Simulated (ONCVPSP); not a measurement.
# W (Z = 74): one change to an ONCV potential, before and after

tungsten, optimised norm-conserving Vanderbilt (ONCV), made with ONCVPSP 4.0.1 (LDA (Perdew-Wang 92), scalar-relativistic). Core [Kr] 4d10 4f14 5s2, reference 5p6 5d4 6s1 6p1. Waves: 6s: rc 2.70 bohr, ncon 5, nbas 9, qcut 1.9 1/bohr, 2 projectors, debl 3.1 Ha; 5p+6p: rc 1.75 bohr, ncon 4, nbas 8, qcut 9.8 1/bohr, 3 projectors, debl 0.9 Ha; 5d: rc 2.10 bohr, ncon 4, nbas 9, qcut 7.6 1/bohr, 2 projectors, debl 1.3 Ha; f scattering state at 0.18 Ha: rc 2.15 bohr, ncon 5, nbas 10, qcut 5.5 1/bohr, 3 projectors, debl 1.8 Ha. Local part: polynomial inside 1.45 bohr (lpopt 5, dvloc0 6 Ha). Core correction: none.

Change: d: rc 2.98.

Cutoffs: the cutoffs (Ha) at which the residual kinetic energy of the hardest occupied pseudo-wave falls to 1 and 0.1 mHa per electron; they do not see the model core or the augmentation charge, which bear on the density cutoff. Errors are all-electron minus pseudo energies relative to the spin-unpolarised reference configuration.

Task: Predict the effect on cutoff, ghosts and configuration errors.

Result: The potential gets neither clearly harder nor softer (26 Ha and 31 Ha → 26 Ha and 31 Ha); both files keep a bound ghost (f); of the 4 tests that both files solve, the error grows in 0 and shrinks in 3 by more than 15 % and 0.3 meV (median size 4.8 → 1.5 meV). That the errors move this way runs against the usual rule that smaller radii transfer better.

```tsv
quantity	base	changed
cutoff, loose	26 Ha	26 Ha
cutoff, tight	31 Ha	31 Ha
loose cutoff by channel	s 13 Ha, p 26 Ha, d 15 Ha	s 13 Ha, p 26 Ha, d 11 Ha
bound ghosts	f	f
GHOST(+) flags under 300 eV	s at 48.8 eV	s at 48.8 eV
error for 5p6 5d4 6s2 6p0, meV [ΔE -4.57 eV]	-1.7	-1.3
error for 5p6 5d4 6s1 6p0, meV [ΔE 4.55 eV]	-1.4	-1.3
error for 5p6 5d4 6s0 6p0, meV [ΔE 20.57 eV]	-7.8	-5.9
error for 5p6 5d3 6s2 6p0, meV [ΔE 4.49 eV]	-22	-1.6
s: phases at 2.75 bohr within 0.05 rad from the reference energy up to (Ha; the scan ends near 5)	1.6	1.6
p: phases at 1.77 bohr within 0.05 rad from the reference energy up to (Ha; the scan ends near 5)	to the end of the scan	to the end of the scan
f: phases at 2.19 bohr within 0.05 rad from the reference energy up to (Ha; the scan ends near 5)	to the end of the scan	to the end of the scan
```

Base: The cutoffs count occupied waves only; projector 3 of the f channel, the hardest unoccupied one, needs 134 Ha at the loose tolerance. Changed file: The cutoffs count occupied waves only; projector 3 of the f channel, the hardest unoccupied one, needs 134 Ha at the loose tolerance. A true bound ghost makes a file unfit for plane-wave use even where its test errors are small: the radial tests pick states by their node count and pass the ghost by.
